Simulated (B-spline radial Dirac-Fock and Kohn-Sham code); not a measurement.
## Core and valence levels of P⁵⁺

System: phosphorus as P⁵⁺ in the configuration [He] 2s2 2p6; nuclear rms radius 3.1889 fm (A = 31).

Model: multi-electron Dirac-Fock with separately optimised hole states, Breit and Lamb-shift corrections added in first order. Program: a radial finite-basis atomic code. The model has no electron correlation. Energies are counted from the vacuum level.

All terms are in eV, carry their sign (relaxation lowers the binding energy) and add up to the binding energy; ⟨r⟩ is the mean radius of the orbital in the initial state.

```tsv
subshell	−ε (Koopmans)	relaxation	Gaunt	retardation	QED	binding energy	⟨r⟩ (bohr)
K	2261.4	-21.10	-1.34	0.05	-0.53	2238.5	0.103
L1	280.1	-2.40	-0.06	0.00	-0.04	277.6	0.511
L2	223.0	-3.12	-0.11	0.01	0.01	219.7	0.476
L3	222.0	-3.08	-0.07	0.01	0.00	218.8	0.479
```

For the deepest level, K (1s), the Breit terms make up -0.057 % of the binding energy, QED -0.024 % and orbital relaxation -0.943 %.

Spin-orbit splittings: 2p 0.90 eV.

Going to the tabulated ground configuration of the next ion removes an electron from L3 (2p3/2), computed at 218.8 eV. NIST lists 220.43 eV as the ionisation energy of this species (semi-empirical), +1.58 eV from the computed value.
